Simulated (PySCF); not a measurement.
A side-by-side comparison of computed properties.

First species: C2H10Ge2O.
SMILES: `CC[O][GeH2][GeH3]`

Second species: SnHMe2(SiH3), C2H10SiSn.
SMILES: `[CH3][SnH]([CH3])[SiH3]`

Levels: CAM-B3LYP/def2-SVPD for dipole moment, HOMO energy, LUMO energy, HOMO–LUMO gap and static isotropic polarisability; TDDFT CAM-B3LYP/def2-SVPD for lowest singlet excitation; TDA CAM-B3LYP/def2-SVPD for lowest triplet excitation (Tamm–Dancoff); ΔSCF CAM-B3LYP/def2-SVPD for vertical ionisation energy; PBE0-D3(BJ)/def2-SVP for rotational constant A and rotational constant C. Geometries: PBE0-D3(BJ)/def2-SVP. Each species is one conformer at its optimised geometry, gas phase (atoms past krypton carry core potentials, spin–orbit coupling is left out); the electronic structure was computed with PySCF and density fitting.

Dipoles, sizes and rotational constants follow the conformer. The torsions of the flexible species, by atom-mapped SMILES:
- `[CH3:1][CH2:2][O:3][GeH2:4][GeH3:5]`: C1–C2–O3–Ge4 69°, C2–O3–Ge4–Ge5 38°

Values for the first species:

```
Dipole moment                            : 1.22 D
HOMO energy                              : -8.89 eV
LUMO energy                              : 0.69 eV
HOMO–LUMO gap                            : 9.58 eV
Lowest singlet excitation                : 6.32 eV
Lowest triplet excitation (Tamm–Dancoff) : 5.83 eV
Static isotropic polarisability          : 94.4 au
Vertical ionisation energy               : 9.56 eV
Rotational constant A                    : 2.582 GHz
Rotational constant C                    : 0.888 GHz
```

Problem. Estimate the same properties for the second species, and the change in each.

Solution. 
```
                                property      first     second  second less first
                           dipole moment     1.22 D     0.76 D            -0.46 D
                             HOMO energy   -8.89 eV   -8.73 eV           +0.16 eV
                             LUMO energy    0.69 eV    0.81 eV           +0.12 eV
                           HOMO–LUMO gap    9.58 eV    9.54 eV           -0.04 eV
               lowest singlet excitation    6.32 eV    6.73 eV           +0.41 eV
lowest triplet excitation (Tamm–Dancoff)    5.83 eV    5.98 eV           +0.15 eV
         static isotropic polarisability    94.4 au   100.8 au            +6.4 au
              vertical ionisation energy    9.56 eV    9.44 eV           -0.12 eV
                   rotational constant A  2.582 GHz  3.773 GHz         +1.191 GHz
                   rotational constant C  0.888 GHz  1.544 GHz         +0.656 GHz
```

On the first: S1 lies 3.26 eV below the HOMO–LUMO gap; its leading configuration is HOMO→LUMO+1, weight 0.69. The polarisability is 13.98 Å³ as a volume (1 au = 0.148185 Å³), or 1.00 au for each of the 94 electrons. The calculation is non-relativistic and has no spin–orbit coupling, an omission that weighs most on germanium.

On the second: The vertical singlet–triplet gap S1 − T1 is 0.75 eV (TDDFT singlet less Tamm–Dancoff triplet; S1: HOMO→LUMO+1, weight 0.85; T1: HOMO→LUMO+1, weight 0.79). The 10 singlets span 6.73 to 7.87 eV, and their oscillator strengths add up to 1.19. Atoms past krypton carry effective core potentials; spin–orbit coupling is left out.
